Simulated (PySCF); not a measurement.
## Electron correlation in Br⁺ (bromine, charge +1)

[Ar] 3d10 4s1 4p5, high-spin 3P determinant (an excited configuration). Computed with PySCF 2.14 in ANO-RCC-VTZP, with the spin-free X2C one-electron Hamiltonian (Gaussian nucleus). Frozen: [Ar] 3d10; 6 electrons correlated.

MP2 pair energies summed by pair of shells (mhartree):

```csv
pair,energy,share (%)
4p-4p,-126.61,89.2
4s-4p,-15.27,10.8
```

Total MP2 correlation energy: -141.88 mhartree.

Same-spin part -26.47 and opposite-spin part -115.41 mhartree; SCS-MP2 scales them by 1/3 and 6/5 to -147.31 mhartree.
